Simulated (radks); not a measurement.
Species: Ca. Configuration: [Ar] 4s2 (the NIST ground configuration). Calculated with a radial shooting solver on a logarithmic mesh with Libxc functionals: non-relativistic Kohn-Sham, exchange-only LDA, spin-polarised, spherical densities, point nucleus.

Unscreened Slater integrals over Kohn-Sham orbitals (cm^-1). They are taken over the spin-up orbitals.

integral,value
"F0(4s,4s)",48262
"F0(4s,3p)",62657
"G1(4s,3p)",3729.6
"F0(4s,3s)",63092
"G0(4s,3s)",2515.6
"F0(4s,2p)",66784
"G1(4s,2p)",1227.7
"F0(3p,3p)",155340
"F2(3p,3p)",77524
"F0(3p,3s)",162020
"G1(3p,3s)",107240
"F0(3p,2p)",212590
"F2(3p,2p)",39178
"G0(3p,2p)",15467
"G2(3p,2p)",15848
"F0(3s,3s)",169590
"F0(3s,2p)",226290
"G1(3s,2p)",17889
"F0(2p,2p)",609970
"F2(2p,2p)",285010
